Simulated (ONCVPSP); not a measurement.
## mercury (Hg): excitation energies, all-electron against ONCV

* Element: mercury
* Generator: ONCVPSP 4.0.1
* Type: optimised norm-conserving Vanderbilt (ONCV)
* Functional: PBE
* Relativity: fully relativistic
* Frozen core: [Kr] 4d10
* Valence charge: 34
* Reference configuration: 4f14 5s2 5p6 5d10 6s2
* Partial waves: 5s+6s: rc 1.20 bohr, ncon 4, nbas 8, qcut 7.5 1/bohr, 3 projectors, debl 2.3 Ha; 5p: rc 1.40 bohr, ncon 5, nbas 9, qcut 9.9 1/bohr, 2 projectors, debl 2.2 Ha; 5d: rc 1.65 bohr, ncon 4, nbas 8, qcut 8.8 1/bohr, 3 projectors, debl 3.5 Ha; 4f: rc 0.90 bohr, ncon 4, nbas 9, qcut 15.4 1/bohr, 2 projectors, debl 1.4 Ha
* Local potential: polynomial inside 0.70 bohr (lpopt 2, dvloc0 6 Ha)
* Core correction: Teter function, fcfact 1.75, rcfact 1.3

Open shells are filled in proportion to 2j + 1.

In the p channel the program set the typed energies aside and used -2.264, 0.250 Ha (j = l + 1/2; the other j can differ). In the f channel the program set the typed energies aside and used -3.445, 0.250 Ha (j = l + 1/2; the other j can differ).

Energies are relative to the spin-unpolarised reference configuration 4f14 5s2 5p6 5d10 6s2; without spin polarisation the order of configurations can differ from experiment.

Task: Give the all-electron excitation energy and the error of the potential for: 4f14 5s2 5p6 5d10 6s1; 4f14 5s2 5p6 5d10 6s0; 4f14 5s2 5p6 5d9 6s0; 4f14 5s2 5p5 5d10 6s2.

Result:

```
valence configuration  charge  ΔE all-electron (eV)  error AE − PS (meV)
4f14 5s2 5p6 5d10 6s1      +1                10.701                 -0.3
4f14 5s2 5p6 5d10 6s0      +2                29.686                 -3.6
 4f14 5s2 5p6 5d9 6s0      +3                65.217                 -0.4
4f14 5s2 5p5 5d10 6s2      +1                74.542                 -0.8
```

Levels in the configuration 4f14 5s2 5p6 5d9 6s0:

```
   level  all-electron (eV)  pseudo (eV)
4f j=7/2           -128.163     -128.231
4f j=5/2           -132.357     -132.425
5s j=1/2           -152.079     -152.102
5p j=3/2            -95.537      -95.538
5p j=1/2           -113.970     -113.982
5d j=5/2            -41.633      -41.630
5d j=3/2            -43.703      -43.700
```
